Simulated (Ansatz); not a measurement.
Frontier orbitals of CH$_{3}$InS (`[CH2]1[S][InH]1`).

```xyz
6

C     0.8327   -0.2837   -0.2321
S     0.2912    1.3678   -0.8882
In   -1.1090    0.0193    0.5065
H     1.6574   -0.2397    0.4728
H     0.9744   -1.0458   -0.9925
H    -2.6467    0.1821    1.1334
```

The species carries charge 0 and has multiplicity 1. Correlated methods include outer-core shells of In, which these sets cover unevenly. In takes the def2 core potential. All single points use the PBE0-D4/def2-TZVP geometry. Basis def2-TZVPP, Ansatz 0.2.0.

Orbital energies of one run (eV). Highest occupied ones, from the top: -5.35, -5.60, -7.92, -9.42, -10.72, -10.88, -15.30, -18.90, -19.94, -19.97, -20.02, -20.05, -20.96, -83.76. Empty: -2.36, -1.91, -0.76, 0.39, 1.12, 1.33.

(1) Which functional gave them?
A. LC-ωPBE
B. BHLYP
C. B97M-V
D. B3LYP

Answers

(1) C. HOMO energies: B97M-V -5.35, LC-ωPBE -8.53, B3LYP -5.95, BHLYP -6.96 eV.

B3LYP here is the variant with VWN-RPA as its local correlation; programs differ in this. LC-ωPBE has ω = 0.4 bohr⁻¹.
